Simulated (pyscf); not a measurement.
# [HS–Ga–Cl]•, doublet

Gas-phase minimum from PySCF at ωB97X-D3(BJ)/def2-SVP, one conformer. Other isomers of [HS–Ga–Cl]• were not searched in full and may lie lower. 

```
Ga
Cl 1 2.1637
S 1 2.2220 2 115.26
H 3 1.3478 1 93.82 2 179.98
```
Charge 0, spin multiplicity 2.

Properties at ωB97X-D3(BJ)/def2-SVP:

Harmonic wavenumbers, unscaled: 113, 247, 371, 430, 704, 2759 cm⁻¹
Zero-point energy: 6.6 kcal/mol
Rotational symmetry number: 1
Entropy of this conformer at 298 K and 1 atm, rigid rotor and harmonic oscillator, modes under 100 cm⁻¹ raised to 100: 317.0 J/(mol K)
Dipole moment: 2.64 D
Spin expectation value S2: 0.755

Single-point totals, which compare only within one level (frozen core for MP2 and CC):

```csv
level,total energy (hartree)
ωB97X-D3(BJ)/def2-TZVP,-2783.91576
PBE/def2-TZVP,-2783.28995
r²SCAN/def2-TZVP,-2783.87353
B3LYP-D3(BJ)/def2-TZVP,-2784.02907
PBE0-D3(BJ)/def2-TZVP,-2783.40020
M06-2X/def2-TZVP,-2783.90456
ωB97M-D3(BJ)/def2-TZVP,-2784.06296
UHF/def2-TZVPP,-2780.96916
MP2/def2-TZVPP,-2781.52958
CCSD/def2-TZVPP,-2781.55871
CCSD(T)/def2-TZVPP,-2781.58603
```

Soft torsions are taken as harmonic, which can shift the entropy by several J/(mol K). The CCSD(T) − MP2 part came from Ansatz, without density fitting, on the same reference. The frozen core leaves the outer d or s,p core shells of the metals and heavy elements correlated in the MP2 and CC values, and def2-TZVPP describes them poorly, so these totals are far from the basis limit. Elements up to Kr have no core potential and no relativistic terms here.
